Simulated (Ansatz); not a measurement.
`[NH2][Ga]([Br])[Br]` + HCl → `[NH2][Ga]([Cl])[Br]` + HBr at 298.15 K and 1 bar (ligand exchange at a Ga–Br bond).

Program: Ansatz. Geometries: PBE0-D4/def2-TZVP. ΔE: electronic, gas phase. CCSD(T)/CBS adds triple-zeta CCSD(T) − MP2 to the extrapolated MP2 energy (def2 sets, frozen cores). This one scheme is used for every species. For Br, Ga outer-core shells are correlated without core-valence functions, which leaves a few kJ/mol of doubt a bond. Scalar relativity is left out up to krypton. One conformer a species, not always the lowest.

| species | CCSD(T)/CBS energy (Eh) | H − E (kJ/mol) | S (J/(mol·K)) |
| --- | --- | --- | --- |
| `[NH2][Ga]([Br])[Br]` | -7126.62711 | 91.8 | 373.7 |
| HCl | -460.38127 | 26.6 | 186.8 |
| `[NH2][Ga]([Cl])[Br]` | -5013.08446 | 92.3 | 366.4 |
| HBr | -2573.91920 | 24.6 | 198.6 |

H − E and S are ideal-gas, rigid-rotor, harmonic terms from PBE0-D4/def2-TZVP, for one conformer and one mirror image of each species. 1 Eh = 2625.50 kJ/mol, R = 8.31446 J/(mol·K).

**Question.** By hand: ΔE, ΔH, ΔS and ΔG.

**Answer.** ΔE = (-5013.08446) + (-2573.91920) − (-7126.62711) − (-460.38127) = 0.00472 Eh = 12.4 kJ/mol. Δ(H − E) = 92.3 + 24.6 − 91.8 − 26.6 = -1.5, so ΔH = 10.9 kJ/mol. ΔS = 366.4 + 198.6 − 373.7 − 186.8 = 4.5 J/(mol·K). ΔG = 10.9 − 298.15 × (4.5)/1000 = 9.6 kJ/mol.

**Question.** By hand: the equilibrium constant, and the temperature at which ΔG would vanish if ΔH and ΔS stayed fixed.

**Answer.** log₁₀ K = −ΔG/(RT ln 10) = -1.7. ΔG = 0 at ΔH/ΔS = 2422 K, though so small a ΔS makes that figure unsure.

The number of gas molecules stays the same, so ΔS is small and ΔH decides. A doubt of 5 kJ/mol in ΔE shifts log₁₀ K by 0.9 here. Other conformers and mirror images would add mixing entropy, several J/(mol·K) or more a flexible species. Modes under 60 cm⁻¹, often nearly free rotors, make the harmonic entropy too high. These are equilibria of isolated gas molecules and say nothing of rates. Largest T1 diagnostic: 0.010 (customary marks: 0.02 for closed shells, 0.045 for open ones).
